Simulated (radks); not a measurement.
Species: Bi4+. Configuration: [Xe] 4f14 5d10 6s1 (the NIST ground configuration).

All-electron calculation, non-relativistic Kohn-Sham, exchange-only LDA, spin-polarised, spherical densities, point nucleus; open shells are filled with parallel spins first (spin-orbit coupling, left out, can overturn this in heavy ions); relativity is left out, which matters for an element this heavy. Program: a radial shooting solver on a logarithmic mesh with Libxc functionals.

Energy parts (hartree):
| part | energy |
|---|---|
| total | -20078.6893 |
| kinetic | 20078.6893 |
| electron-nucleus | -47675.6715 |
| Hartree | 7869.4923 |
| exchange | -351.1994 |

Orbitals (lengths in bohr, moments of r in powers of bohr; <r^-3> diverges for s and p1/2):
1s up: occ. 1; eigenvalue (hartree) -2976.906; <r^2> 0.0004446
1s down: occ. 1; eigenvalue (hartree) -2976.905; <r^2> 0.0004446
2s up: occ. 1; eigenvalue (hartree) -504.3191; <r^2> 0.006886
2s down: occ. 1; eigenvalue (hartree) -504.3187; <r^2> 0.006886
2p up: occ. 3; eigenvalue (hartree) -486.0835; <r^-3> 20360; <r^2> 0.005070
2p down: occ. 3; eigenvalue (hartree) -486.0831; <r^-3> 20360; <r^2> 0.005070
3s up: occ. 1; eigenvalue (hartree) -121.9927; <r^2> 0.04227
3s down: occ. 1; eigenvalue (hartree) -121.9921; <r^2> 0.04227
3p up: occ. 3; eigenvalue (hartree) -113.2616; <r^-3> 4490; <r^2> 0.03878
3p down: occ. 3; eigenvalue (hartree) -113.2609; <r^-3> 4490; <r^2> 0.03878
3d up: occ. 5; eigenvalue (hartree) -96.90927; <r^-3> 806.1; <r^2> 0.02968
3d down: occ. 5; eigenvalue (hartree) -96.90874; <r^-3> 806.1; <r^2> 0.02968
4s up: occ. 1; eigenvalue (hartree) -28.45379; <r^2> 0.1988
4s down: occ. 1; eigenvalue (hartree) -28.45263; <r^2> 0.1988
4p up: occ. 3; eigenvalue (hartree) -24.60213; <r^-3> 1090; <r^2> 0.2023
4p down: occ. 3; eigenvalue (hartree) -24.60094; <r^-3> 1090; <r^2> 0.2023
4d up: occ. 5; eigenvalue (hartree) -17.46839; <r^-3> 175.3; <r^2> 0.2085
4d down: occ. 5; eigenvalue (hartree) -17.46717; <r^-3> 175.3; <r^2> 0.2085
4f up: occ. 7; eigenvalue (hartree) -7.76680; <r^-3> 40.73; <r^2> 0.2218
4f down: occ. 7; eigenvalue (hartree) -7.76552; <r^-3> 40.73; <r^2> 0.2217
5s up: occ. 1; eigenvalue (hartree) -5.99505; <r^2> 0.9562
5s down: occ. 1; eigenvalue (hartree) -5.99146; <r^2> 0.9545
5p up: occ. 3; eigenvalue (hartree) -4.67577; <r^-3> 211.5; <r^2> 1.098
5p down: occ. 3; eigenvalue (hartree) -4.67079; <r^-3> 212.0; <r^2> 1.094
5d up: occ. 5; eigenvalue (hartree) -2.51314; <r^-3> 23.84; <r^2> 1.648
5d down: occ. 5; eigenvalue (hartree) -2.50013; <r^-3> 24.16; <r^2> 1.622
6s up: occ. 1; eigenvalue (hartree) -1.66077; <r^2> 5.189
6s down: occ. 0; eigenvalue (hartree) -1.59820; <r^2> 5.124

The highest occupied level is 6s up at -45.192 eV. Virial ratio -V/T = 2.00000. Summed over all electrons, <r^2> = 37.48 bohr^2, which gives a Langevin (diamagnetic) susceptibility term of -29.7 x 10^-6 cm^3/mol. Spin moment in Bohr magnetons: 1. The electron density at the nucleus is 4.105e+05 e/bohr^3.
